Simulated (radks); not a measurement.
Values are calculated unless marked as measured or tabulated.
All-electron atom: Os XXXVII in [Kr] 4d4 (the NIST ground configuration).

Code: a radial shooting solver on a logarithmic mesh with Libxc functionals. Model: non-relativistic Kohn-Sham, LB94 model potential, spin-polarised, spherical densities, point nucleus; open shells are filled with parallel spins first (spin-orbit coupling, left out, can overturn this in heavy ions); relativity is left out, which matters for an element this heavy.

Energy parts (eV):
part                  energy
kinetic            423405.14
electron-nucleus  -941832.32
Hartree            102570.12
(The LB94 potential has no energy functional, so no total or exchange-correlation energy is given.)

Orbitals (lengths in bohr, moments of r in powers of bohr):
1s down: occ. 1; eigenvalue (eV) -69122.37; <r^4> 7.067e-07; <r^2> 0.0005297
1s up: occ. 1; eigenvalue (eV) -69122.15; <r^4> 7.067e-07; <r^2> 0.0005297
2s up: occ. 1; eigenvalue (eV) -12731.29; <r^4> 0.0001143; <r^2> 0.008259
2s down: occ. 1; eigenvalue (eV) -12729.31; <r^4> 0.0001142; <r^2> 0.008256
2p up: occ. 3; eigenvalue (eV) -12287.24; <r^4> 0.00007170; <r^2> 0.006097
2p down: occ. 3; eigenvalue (eV) -12286.25; <r^4> 0.00007164; <r^2> 0.006095
3s down: occ. 1; eigenvalue (eV) -4088.439; <r^4> 0.003732; <r^2> 0.05036
3s up: occ. 1; eigenvalue (eV) -4088.114; <r^4> 0.003732; <r^2> 0.05033
3p up: occ. 3; eigenvalue (eV) -3882.987; <r^4> 0.003295; <r^2> 0.04634
3p down: occ. 3; eigenvalue (eV) -3882.508; <r^4> 0.003297; <r^2> 0.04638
3d up: occ. 5; eigenvalue (eV) -3503.140; <r^4> 0.002186; <r^2> 0.03572
3d down: occ. 5; eigenvalue (eV) -3500.756; <r^4> 0.002191; <r^2> 0.03578
4s up: occ. 1; eigenvalue (eV) -1843.600; <r^4> 0.05716; <r^2> 0.2034
4s down: occ. 1; eigenvalue (eV) -1835.942; <r^4> 0.05714; <r^2> 0.2033
4p up: occ. 3; eigenvalue (eV) -1753.975; <r^4> 0.05742; <r^2> 0.2023
4p down: occ. 3; eigenvalue (eV) -1746.501; <r^4> 0.05738; <r^2> 0.2020
4d up: occ. 4; eigenvalue (eV) -1594.006; <r^4> 0.05526; <r^2> 0.1945
4d down: occ. 0; eigenvalue (eV) -1587.421; <r^4> 0.05508; <r^2> 0.1940
5s up: occ. 0; eigenvalue (eV) -1056.921; <r^4> 0.4644; <r^2> 0.5902
5s down: occ. 0; eigenvalue (eV) -1053.212; <r^4> 0.4681; <r^2> 0.5925
5p up: occ. 0; eigenvalue (eV) -1014.249; <r^4> 0.4866; <r^2> 0.6017
5p down: occ. 0; eigenvalue (eV) -1010.699; <r^4> 0.4905; <r^2> 0.6041

The highest occupied level is 4d up at -1594.0 eV. The density falls to 0.001 e/bohr^3 at r = 1.10 bohr. Summed over all electrons, <r^2> = 3.188 bohr^2, which gives a Langevin (diamagnetic) susceptibility term of -2.53 x 10^-6 cm^3/mol.
